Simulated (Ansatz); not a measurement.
**Match the barriers**

Saddle point of CH7GaSe, closed shell (CH₅Ga ([CH3][GaH2]) + H₂Se → GaH₃Se ([GaH2][SeH]) + CH₄; bonds formed: C2–H5; dative contacts that become bonds: Ga1–Se6; bonds broken: Ga1–C2, H5–Se6), PBE0-D4/def2-TZVP structure:

```
atom    x (Å)    y (Å)    z (Å)
 Ga1  -0.8756  -0.2820  -0.7208
  C2   0.7767   0.9433  -0.1651
  H3  -0.5763  -0.9547  -2.0943
  H4  -2.1982   0.3227  -0.1625
  H5   0.5397  -0.4582   0.4869
 Se6   0.0111  -1.9975   1.0395
  H7   0.4920   1.6961  -0.9131
  H8   1.7961   0.6396  -0.4101
  H9   0.7575   1.4423   0.8050
 H10  -0.7233  -1.3514   2.1343
```

Ansatz 0.2.0; basis: def2-TZVPP, with def2-QZVPP for the basis limit; cores frozen in the correlated methods. Filled d shells of the heavier atoms are correlated. The def2 sets are not built for correlating such inner shells, so the correlated values are less sure here. Extrapolation: Hartree–Fock as exp(−7.88 √X), correlation as X^−2.97. Four methods, as single points on the PBE0-D4 structures, gave these electronic barriers from the start structure: 14.35, 16.47, 22.58, 31.40 kcal/mol.

Question: The methods were, in alphabetical order, BHLYP-D4, BLYP-D4, HF, r2SCAN-D4. Which gave which? (A judgement: the text doesn't fix the answer.)

Answer: By the calculation: r2SCAN-D4 14.35; BLYP-D4 16.47; BHLYP-D4 22.58; HF 31.40 kcal/mol. For comparison, CCSD(T) at an estimated basis limit (MP2 extrapolated from triple and quadruple zeta, plus CCSD(T) − MP2 in triple zeta) gives 19.01 kcal/mol.

No T1 diagnostic of these runs exceeds 0.012.

Exchanges of this kind with a chalcogen hydride build sulfide and selenide films.

Labels in which every atom is bracketed show which atoms are joined, not bond orders.

For scale, one of the runs: CCSD(T)/def2-TZVPP, 225 basis functions, launched by `ansatz run in.yaml --threads 8 --pin off --events-out ev --progress --plain --max-ram 19148MiB`. The run took 19 s on 8 CPU threads of an Intel Xeon 6975P-C (shared host), with 4 GiB of host memory at its peak.
